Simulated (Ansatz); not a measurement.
Ge(OH)4 (GeO₄H₄). Total charge 0; singlet. Geometry PBE-D4/def2-SVP; atoms count from 1.

```xyz
9

Ge    0.0000   -0.0002   -0.0001
O     0.0862   -1.7780   -0.0265
H     0.6443   -2.0886    0.7116
O    -0.3946    0.4898   -1.6653
H    -0.0083   -0.1492   -2.2941
O     1.5583    0.5500    0.6614
H     1.4522    1.4395    1.0492
O    -1.2500    0.7376    1.0302
H    -2.0881    0.7990    0.5337
```

Q: Estimate the Mulliken populations from the PBE0/def2-TZVP orbitals of Ansatz.

A: 
```
atom  charge (e)
 Ge1        0.91
  O2       -0.56
  H3        0.33
  O4       -0.56
  H5        0.33
  O6       -0.56
  H7        0.33
  O8       -0.56
  H9        0.33
```
Mulliken values depend strongly on the basis.

Q: And the Mayer bond orders between heavy atoms (over 0.3)?

A: Ge1–O2 1.09 (1.78 Å); Ge1–O4 1.09 (1.78 Å); Ge1–O6 1.09 (1.78 Å); Ge1–O8 1.09 (1.78 Å).
